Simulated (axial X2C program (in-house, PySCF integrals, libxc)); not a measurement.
## Excited states of PtBr⁻ by EOM-EE-CCSD

Computed with an in-house all-electron X2C program for linear molecules (integrals from PySCF): two-component X2C with atomic mean-field Coulomb and Gaunt terms, Gaussian nuclei, basis Pt dyall-acv3z, Br dyall-acv3z with contracted cores.

R = 2.319 Å (near the PBE0 minimum at charge -1 of the determinant lowest at the starting distance; the state shown can have its own minimum elsewhere).

Vertical excitation energies from the closed-shell determinant state of PtBr⁻:

```csv
Ω,excitation (eV),cm⁻¹,hole of the leading pair,particle of the leading pair,weight of the pair (for Ω = 0 its time-reversed partner can hold as much again),singles weight
2,0.688,5548,"73% Pt dπ, 14% Pt dδ, 8% Br pπ","29% Pt sσ, 27% Pt pσ, 25% Pt dσ",0.93,0.95
1,0.775,6248,"70% Pt dπ, 16% Pt dδ, 8% Br pπ","29% Pt sσ, 27% Pt pσ, 25% Pt dσ",0.60,0.95
0⁻,0.887,7157,"39% Pt dπ, 25% Pt sσ, 21% Pt dσ","29% Pt sσ, 28% Pt pσ, 25% Pt dσ",0.48,0.97
3,0.984,7940,99% Pt dδ,"29% Pt sσ, 27% Pt pσ, 25% Pt dσ",0.95,0.95
```

This point took 3.3 min on 1 thread of Arm Neoverse N1, on a shared host.

Reference electrons by ω block (each with its −ω partner): 1/2: 33, 3/2: 17, 5/2: 6, 7/2: 1. 18 electrons of PtBr⁻ correlated (inner shells frozen), 84 natural virtual spinors (a truncated set); levels can be off by some tenths of an eV. Roots sought by Ω: (0: 5, 1: 4, 2: 3, 3: 1); the list ends where they run out and leaves out roots under 60 % singles weight. The solver can skip a root, and states that need a further excitation, which the method places far too high, are missing though they may lie low or lowest. T1 of the reference 0.023 (Lee–Taylor). The highest Hartree–Fock level of the anion lies at -2.38 eV; relaxation, partly offset by correlation, puts the detachment threshold some tenths of an eV to over one eV lower in magnitude, and states above it are held by the basis set and are not bound. Number of frozen shells: Pt 5 s, 4 p, 2 d, 1 f; Br 3 s, 2 p, 1 d.
